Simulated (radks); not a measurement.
Results of a calculation; reference values are marked as such.
Valence configurations of the gallium ion Ga+ (all share [Ar]). Code: a radial shooting solver on a logarithmic mesh with Libxc functionals. Model: scalar-relativistic Kohn-Sham, r2SCAN, spin-polarised, spherical densities, finite nucleus; open shells are filled with parallel spins first; meta-GGA in the generalised Kohn-Sham scheme; Fermi nuclear charge, rms radius 3.9973 fm. Energies are relative to 3d10 4s2; eigenvalues in eV for spin up.

3d10 4s2: E (eV) 0.000; moment (Bohr magnetons) 0; e(3d) -28.000; e(4s) -16.614
3d10 4s1.5 4p0.5: E (eV) 3.478; moment (Bohr magnetons) 1; e(3d) -28.931; e(4p) -9.991; e(4s) -17.829
3d10 4s1 4p1: E (eV) 6.067; moment (Bohr magnetons) 2; e(3d) -29.683; e(4p) -10.843; e(4s) -18.819
3d10 4s0.5 4p1.5: E (eV) 10.037; moment (Bohr magnetons) 2; e(3d) -30.553; e(4p) -11.247; e(4s) -19.155
3d9.5 4s2 4p0.5: E (eV) 10.250; moment (Bohr magnetons) 1; e(3d) -33.131; e(4p) -10.389; e(4s) -18.535
3d9.5 4s1 4p1.5: E (eV) 16.036; moment (Bohr magnetons) 3; e(3d) -34.616; e(4p) -12.018; e(4s) -20.480
3d9 4s2 4p1: E (eV) 21.938; moment (Bohr magnetons) 2; e(3d) -38.381; e(4p) -11.722; e(4s) -20.345
3d8 4s2 4p2: E (eV) 49.991; moment (Bohr magnetons) 4; e(3d) -49.249; e(4p) -14.127; e(4s) -23.716
3d7.5 4s2 4p2.5: E (eV) 66.468; moment (Bohr magnetons) 5; e(3d) -54.872; e(4p) -15.249; e(4s) -25.305
3d5.5 4s2 4p4.5: E (eV) 155.53; moment (Bohr magnetons) 6; e(3d) -79.149; e(4p) -18.722; e(4s) -30.452

NIST lists [Ar] 3d10 4s2 as the ground configuration; this level of theory agrees among the configurations tried. The energies are those of spherical high-spin densities, not of single terms.
